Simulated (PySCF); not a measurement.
## CrH₂, broken-symmetry Ms = 0: data card

All numbers come from UB3LYP/[Cr def2-TZVP, H def2-TZVP], no relativity, density fitting, PySCF.

The structure is a minimum.

Coordinates in bohr (charge 0 multiplicity 1):
```
Cr    0.0000    0.0000   -0.0634
H     2.5546    0.0000    1.6378
H    -2.5546    0.0000    1.6378
```

```json
{
  "Point group": "C2v",
  "Bond lengths": "Cr–H 1.624 Å (×2)",
  "Bond angles": "H–Cr–H 112.7°",
  "Principal polarisabilities": "30.5, 39.9, 43.8 bohr³",
  "Heat capacity Cp at 298.15 K": "37.3 J/(mol K)",
  "Rotational constants": "10.72, 4.576, 3.207 cm⁻¹",
  "Highest occupied level (α)": "-5.86 eV",
  "Spin squared ⟨S²⟩": "1.986",
  "Dipole moment": "3.19 D",
  "Zero-point energy": "24.9 kJ/mol",
  "Atomisation energy without zero-point energy": "282 kJ/mol",
  "Entropy at 298.15 K and 1 bar": "217.1 J/(mol K)",
  "Rotational symmetry number": "2",
  "Lowest empty level (β)": "-2.22 eV",
  "Principal quadrupole moments (Buckingham, traceless) about the centre of mass": "-3.83, 0.78, 3.05 D Å",
  "Enthalpy at 298.15 K above 0 K": "10.26 kJ/mol"
}
```

Harmonic modes (masses in u: Cr 51.941, H 1.008):
```json
{"symmetry": "a1", "ω (cm⁻¹)": "661", "IR (km/mol)": "118"}
{"symmetry": "b2", "ω (cm⁻¹)": "1738", "IR (km/mol)": "441"}
{"symmetry": "a1", "ω (cm⁻¹)": "1762", "IR (km/mol)": "135"}
```

In C2v the vibrations span 2a1 + b2. Here b1 is antisymmetric to the molecular plane and b2 lies in it.

Charges (e):
| atom | Mulliken | Löwdin | polar tensor | spin (Mulliken) | Mayer order to Cr1 |
| --- | --- | --- | --- | --- | --- |
| Cr1 | 0.35 | 0.29 | 0.82 | 0.02 | – |
| H2,3 | -0.17 | -0.14 | -0.41 | -0.01 | 0.98 |

Mulliken populations on Cr1: s 6.82, p 12.20, d 4.63, f 0.00.

Outer orbital energies (eV). α occupied: -8.41, -7.48, -6.44, -5.86; empty: -1.88, -1.46, -1.31, -1.30. β occupied: -8.27, -7.56, -6.53, -6.46; empty: -2.22, -1.92, -1.33, -0.75.

The determinant is spin-contaminated (⟨S²⟩ = 1.99, pure value 0.00). Only a few start shapes were tried, so a lower isomer may exist.

The final relaxation and frequency run took 16 s on 2 threads of a shared Arm Neoverse V1 host, with 57 basis functions and 9 gradients; the process peaked at 0.7 GiB.
